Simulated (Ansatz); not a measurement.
Input file for Ansatz (a quantum-chemistry and plane-wave program): R-B2PLYP/def2-TZVPP on Cl3Ga (SMILES [Cl][Ga]([Cl])[Cl]).

Ansatz 0.2 input:
```yaml
crystal:
  periodic: [false, false, false]
  atoms:
    - {symbol: Ga, position_ang: [0.00013538, 0.00004404, -0.00008033]}
    - {symbol: Cl, position_ang: [-1.11702392, -0.27178029, -1.78964488]}
    - {symbol: Cl, position_ang: [0.00745438, -1.51822741, 1.48986509]}
    - {symbol: Cl, position_ang: [1.10943416, 1.79006366, 0.29996012]}
basis:
  gaussian:
    orbitals: def2-TZVPP
hamiltonian:
  xc: {name: B2PLYP}
magnetization: {spin_polarized: false}
correlation: {electrons: outside_noble_gas}
scf: {lower_state_search: off}
```

Q: Give the final energy of this run.

A: -3304.8671 hartree.
